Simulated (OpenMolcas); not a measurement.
Pd4+: the spin-orbit constant, worked from levels

- Program: OpenMolcas
- Basis: ANO-RCC-VTZP [7s6p4d2f1g]
- Scalar Hamiltonian: DKH2, point nucleus
- Active space: 6 electrons in 5 orbitals (4d)
- State averaging: 2S+1 = 5 even, 5 roots; 2S+1 = 3 even, 45 roots; 2S+1 = 1 even, 50 roots
- Spin-orbit coupling: state interaction with AMFI integrals over the reference wave functions, term energies averaged over their components

Methods: CASSCF; MS-CASPT2, IPEA 0.25 Eh, imaginary shift 0.1 Eh (closed shells correlated: 4s 4p).

**The spin-orbit constant.** For the Hund term ⁵D of d6, E(J) = (A/2) J(J+1) + constant and ζ = -2S·A = -4A. From J = 0 to J = 4 the energy changes by 10 A.

| Source | E(4) - E(0) | A | ζ |
| --- | --- | --- | --- |
| CASSCF | -4317.7 | -431.8 | 1727 |
| MS-CASPT2 | -4278.7 | -427.9 | 1711 |

All in cm-1. Both methods take the spin-orbit matrix elements from the reference wave functions, so the second can move ζ only through the term energies and any multistate remixing. Second-order mixing with other terms is absorbed into this ζ.

CASPT2 does not keep the components of a term degenerate, so their means are used; among the terms shown or strongly mixed into the levels shown the widest spread is 10 cm-1 (4d⁶ ⁵D, MS-CASPT2). Without dynamic correlation excited terms often stand tens of per cent too high (terms of higher spin than the ground term too low), and those without a measured partner can miss by more than the paired ones (holds for CASSCF). Levels of configurations outside the active space are missing.
